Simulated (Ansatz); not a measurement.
The cluster In₇Sb₈, relaxed as a doublet with UKS PBE-D4/def2-SVP in Ansatz, starting from packed atoms. Force threshold 0.03 eV/Å.

In the def2 sets In, Sb take a core potential; there is no spin–orbit coupling. The structure comes from a short search, and lower isomers may exist.

Start:

```xyz
15

In   -1.3077    2.4115    1.9542
In    1.3930    0.0854    2.2340
In   -2.3326    1.1213   -1.6687
In   -3.2103   -0.3114    2.9432
In    3.0272    1.4420   -0.3113
In    2.2117   -3.8995    0.9892
In    0.2839   -2.4689   -1.8035
Sb    1.2556    1.4718   -2.7897
Sb    2.7906   -1.4266   -0.5300
Sb   -0.7804    3.9618   -0.5461
Sb    1.6006    2.9671    1.5319
Sb   -0.9027   -1.8114    2.8489
Sb   -0.1308   -0.1359   -0.2921
Sb   -2.4095   -2.7171   -1.0433
Sb   -1.4886   -0.6900   -3.5165
```

Estimate the energy that the relaxation releases and the steps that it takes.

5.60 eV, in 22 steps; 1.9 min on 2 threads of AMD EPYC 7R13 on a shared host and a share (18 GiB) of an NVIDIA H100 80GB HBM3. No frequencies were taken in this run, so the end may be a saddle point.

Does the start keep its bonding and symmetry?

Bonds lost: In3–Sb13, In7–Sb13 (atoms count from 1). Bonds formed: In1–Sb12, In1–Sb13, In3–Sb14, In6–Sb12, Sb8–Sb10, Sb8–Sb15, Sb12–Sb13 (atoms count from 1).

Predict the relaxed structure.


```xyz
15

In   -1.1790    1.9744    2.4433
In    2.5377    0.1461    2.5846
In   -3.0310    1.0957   -1.3356
In   -3.2204   -0.6475    1.8952
In    2.5741    1.2727   -0.9132
In    0.4427   -3.5171    1.2616
In    1.0414   -2.7742   -2.5640
Sb    0.4112    1.8056   -2.8646
Sb    2.6606   -1.6151   -0.2220
Sb   -0.5545    3.1899   -0.4987
Sb    1.5754    2.9723    1.4108
Sb   -0.3128   -1.0568    3.0395
Sb    0.0226   -0.2944    0.2624
Sb   -1.9222   -1.9684   -1.0570
Sb   -1.0459   -0.5830   -3.4422
```
Bond lengths (bridged metal pairs left out): 19 × In–Sb 2.96 to 3.37 Å; 7 × Sb–Sb 2.86 to 2.99 Å.
